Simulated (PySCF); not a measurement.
Gas-phase reaction: SnF2 + 4 H2S → SnH4 + 2 F + 2 H2S2

Method: PySCF energies plus ideal-gas RRHO corrections (1 bar). † marks an energy on the PBE0/def2-TZVP geometry and frequencies. MP2 and CCSD(T) freeze the core. Open shells (unrestricted): F (multiplicity 2); the rest are closed-shell singlets. Spin-orbit splitting is ignored; it lowers the true energy and changes the entropy of F. B3LYP is the form with VWN-RPA correlation. Sn: scalar-relativistic def2 core potential, no spin-orbit coupling. MP2 isn't extrapolated to the basis-set limit. CCSD(T) isn't extrapolated to the basis-set limit.

CCSD(T)/def2-TZVPP† gives ΔH°(298 K) = 925 kJ.

What do B3LYP/def2-TZVP†, PBE/def2-TZVP†, MP2/def2-SVP† give?

B3LYP/def2-TZVP†: 956 kJ; PBE/def2-TZVP†: 972 kJ; MP2/def2-SVP†: 961 kJ. For scale, ΔH°(298 K) is 925 kJ at this level, 933 kJ at ωB97M-V/def2-TZVP†, and runs from 694 to 1050 kJ over the 18 levels computed.
